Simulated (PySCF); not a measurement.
The same groups moved round the core (trisilane fluoro). Gas-phase values, no solvent. One relaxed conformer stands for each flexible species; it need not be the lowest. Strings in code marks are SMILES.

Quantity: vertical ionisation energy (energy after one electron is removed minus that of the parent at the parent's geometry), in eV.

Case: `F[SiH]([SiH3])[SiH3]`. Geometry of `F[SiH]([SiH3])[SiH3]` (neutral, multiplicity 1, Å):

```xyz
11

F     -0.2772    -0.8984    -2.3726
Si    -0.1650    -0.7927    -0.7462
Si    -1.8519     0.6305     0.0680
Si     1.9781    -0.0246    -0.1535
H     -0.3704    -2.1741    -0.1979
H     -3.2150     0.1379    -0.3033
H     -1.7361     0.6657     1.5608
H     -1.6700     2.0175    -0.4615
H      2.2084     1.3541    -0.6856
H      2.0488     0.0182     1.3419
H      3.0500    -0.9341    -0.6659
```

Task: What is the computed vertical ionisation energy (energy after one electron is removed minus that of the parent at the parent's geometry) (B3LYP/6-31G* // PBE-D3(BJ)/def2-TZVP (PySCF))?

Result: 9.73 eV.
